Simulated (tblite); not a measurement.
Compound: C₂H₆F₂Ge₂O.
Numbering: `[F:1][GeH2:2]/[C:3]([F:4])=[CH:5]/[O:6][GeH3:7]` (hydrogens: H8, H9 on Ge2; H10 on C5; H11, H12, H13 on Ge7)

Computed with GFN2-xTB (tblite), gas phase: L-BFGS steps from a force-field or distance-geometry start until the largest atomic force falls under 0.01 eV/Å.

Step 69: E = -673.6687 eV
```
atom  x, y, z in Å  |  force x, y, z in eV/Å
F1      3.0819   -0.2432    1.1923    0.051  -0.060   0.006
Ge2     2.5779    0.2620   -0.3984    0.053   0.081  -0.020
C3      0.6573    0.0704   -0.2748   -0.060  -0.051   0.086
F4     -0.0928    0.7901   -1.1773    0.039  -0.012  -0.070
C5      0.0015   -0.6260    0.6542   -0.029  -0.012   0.030
O6     -1.3092   -0.7035    0.8388    0.006   0.090  -0.043
Ge7    -2.6987    0.0616    0.0050   -0.028  -0.064   0.001
H8      3.3292   -0.6587   -1.3186   -0.012  -0.032   0.008
H9      3.0661    1.6814   -0.4746   -0.031   0.001  -0.015
H10     0.5884   -1.2020    1.3652   -0.026   0.039  -0.009
H11    -2.3816    1.3319   -0.7053   -0.036   0.052   0.054
H12    -3.6016    0.2420    1.1815    0.025  -0.003   0.030
H13    -3.2228   -1.0054   -0.9055    0.047  -0.027  -0.057
```

Step 70: E = -673.6704 eV
```
atom  x, y, z in Å  |  force x, y, z in eV/Å
F1      3.0761   -0.2483    1.1895    0.055  -0.046  -0.005
Ge2     2.5784    0.2633   -0.4027   -0.008  -0.026   0.001
C3      0.6548    0.0624   -0.2803    0.031  -0.011   0.077
F4     -0.0910    0.7909   -1.1793    0.013  -0.036  -0.053
C5      0.0014   -0.6256    0.6563   -0.033  -0.003   0.015
O6     -1.3085   -0.6921    0.8496   -0.009   0.070  -0.028
Ge7    -2.6979    0.0604    0.0086   -0.021  -0.035  -0.046
H8      3.3373   -0.6574   -1.3184   -0.023  -0.018   0.012
H9      3.0610    1.6805   -0.4748   -0.013   0.054  -0.015
H10     0.5878   -1.2050    1.3650   -0.022   0.048  -0.018
H11    -2.3881    1.3351   -0.6984   -0.024   0.046   0.048
H12    -3.6079    0.2437    1.1767    0.009  -0.021   0.057
H13    -3.2076   -1.0075   -0.9094    0.044  -0.023  -0.045
```

Step 71: E = -673.6715 eV
```
atom  x, y, z in Å  |  force x, y, z in eV/Å
F1      3.0739   -0.2540    1.1869    0.056  -0.031  -0.014
Ge2     2.5769    0.2637   -0.4049   -0.024  -0.069   0.009
C3      0.6529    0.0579   -0.2810    0.059   0.027   0.038
F4     -0.0917    0.7911   -1.1794    0.018  -0.065  -0.017
C5      0.0012   -0.6260    0.6595   -0.032   0.019   0.002
O6     -1.3079   -0.6837    0.8599   -0.020   0.051  -0.028
Ge7    -2.6958    0.0588    0.0079   -0.035   0.012  -0.014
H8      3.3393   -0.6575   -1.3183   -0.028  -0.008   0.011
H9      3.0549    1.6817   -0.4774   -0.008   0.062  -0.010
H10     0.5903   -1.2067    1.3647   -0.031   0.044  -0.009
H11    -2.3908    1.3392   -0.6928   -0.018   0.032   0.044
H12    -3.6131    0.2451    1.1722    0.024  -0.042   0.035
H13    -3.1943   -1.0092   -0.9149    0.040  -0.030  -0.047
```

Q: Estimate the geometry and energy of step 72. (The exact step hangs on the optimiser's Hessian estimate; all steps are aligned on step 71, rigid shifts and turns removed.)

A: E = -673.6731 eV, largest force 0.115 eV/Å
```
atom  x, y, z in Å  |  force x, y, z in eV/Å
F1      3.0756   -0.2596    1.1835    0.052  -0.015  -0.029
Ge2     2.5757    0.2640   -0.4075   -0.029  -0.096   0.032
C3      0.6510    0.0553   -0.2785    0.101   0.053  -0.016
F4     -0.0901    0.7891   -1.1804    0.004  -0.075   0.008
C5     -0.0010   -0.6257    0.6631   -0.015   0.049  -0.017
O6     -1.3087   -0.6754    0.8688   -0.057   0.027  -0.023
Ge7    -2.6952    0.0564    0.0075   -0.031   0.059  -0.022
H8      3.3402   -0.6588   -1.3189   -0.035   0.006   0.010
H9      3.0497    1.6845   -0.4803   -0.010   0.045  -0.006
H10     0.5888   -1.2071    1.3652   -0.014   0.023   0.027
H11    -2.3937    1.3432   -0.6859   -0.014   0.014   0.040
H12    -3.6156    0.2453    1.1686    0.014  -0.062   0.034
H13    -3.1810   -1.0109   -0.9229    0.036  -0.028  -0.039
```

The energy changes by -0.0016 eV. The first-order estimate −F·Δx gives -0.0021 eV and the mean of the old and new forces, exact on a quadratic surface, -0.0016 eV. The step makes an angle of 67° with the force vector and moves no atom by more than 0.016 Å.

The cost below is that of the whole relaxation. The run took 0.6 s wall on an Arm Neoverse V2 with one thread, shared host with 96 logical CPUs at a one-minute load of 66.
